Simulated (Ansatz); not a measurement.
Al3Sb3H12. Total charge 0; singlet. Geometry PBE-D4/def2-SVP, basis def2-TZVP, Ansatz.

Cartesian coordinates in Å:
```
Al -1.582 1.287 1.347
Al -0.843 0.804 -1.166
Al 2.431 0.202 -1.708
Sb -1.562 -0.929 2.849
Sb -1.094 -1.885 -1.359
Sb 1.428 -2.426 -0.144
H -0.120 1.217 0.376
H -1.762 2.807 1.800
H -1.265 1.921 -2.225
H -2.388 0.950 -0.103
H 3.640 1.098 -1.171
H 2.559 -0.941 -2.817
H -0.262 -0.236 3.772
H -2.728 -0.194 3.909
H 0.959 0.939 -1.713
H -0.305 -1.925 -2.905
H 2.112 -0.722 -0.148
H 0.782 -1.966 1.408
```

```csv
run,HOMO (eV),LUMO (eV)
A,-6.81,-2.32
B,-5.88,-3.04
C,-8.83,0.62
D,-6.11,-2.93
E,-6.97,-2.26
```

In the def2 sets Sb takes a core potential; there is no spin–orbit coupling.

Task: The runs used HF, PBE, PBE0, r2SCAN, r2SCAN0. Estimate which is which.

Result: A PBE0 (25 % exact exchange); B PBE (0 % exact exchange); C HF (100 % exact exchange); D r2SCAN (0 % exact exchange); E r2SCAN0 (25 % exact exchange). Exact exchange lowers occupied and raises empty levels; among semilocal functionals meta-GGAs tend to open the gap a little, and such runs are hard to tell apart. The gap grows from 2.84 eV (PBE) to 9.45 eV (HF).
